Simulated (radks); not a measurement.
Values are calculated unless marked as measured or tabulated.
Problem. Dipole-allowed excitations along the series with 28 electrons in [Ar] 3d10. Code: a radial shooting solver on a logarithmic mesh with Libxc functionals. Model: scalar-relativistic Kohn-Sham, LB94 model potential, spin-unpolarised, spherical densities, finite nucleus; Fermi nuclear charge, rms radius of each element as measured or else 0.836 A^(1/3) + 0.57 fm. Time-dependent linear response with the Hartree and adiabatic LDA kernel, continuum included through the Sternheimer equations, no spin-orbit coupling, so fine structure and intercombination lines are absent. Lines are the poles of the dipole polarisability below minus the highest occupied eigenvalue, found on a grid refined at the orbital gaps; the lowest seven at most are given, and weak or close lines can be missed. The first line takes the name of the lowest orbital gap if no other gap lies below it; otherwise a line is named after a gap within 0.6 % of it, if that gap stands alone.

species  -e(HOMO) (eV)  lowest orbital gap (eV)  first line (eV)      f  strongest line (eV)  its f  static alpha (bohr^3)
Ru16+           666.46             3d-4p 290.00   292.57 (3d-4p)  0.499  412.97 (unassigned)   3.93                0.04336
Rh17+           734.85             3d-4p 319.56   322.29 (3d-4p)  0.491  450.70 (unassigned)   4.18                0.03721
Pd18+           806.32             3d-4p 350.43   353.31 (3d-4p)  0.484  489.78 (unassigned)   4.43                0.03214
Ag19+           880.89             3d-4p 382.60   385.69 (3d-4p)  0.452  530.19 (unassigned)   4.70                0.02793
In21+           1039.3             3d-4p 450.81   454.18 (3d-4p)  0.464  614.42 (unassigned)   4.33                0.02143

Estimate the first line of Cd20+, its oscillator strength and the static polarisability.

Solution. 419.26 eV (3d-4p), f = 0.470, alpha = 0.02440 bohr^3.
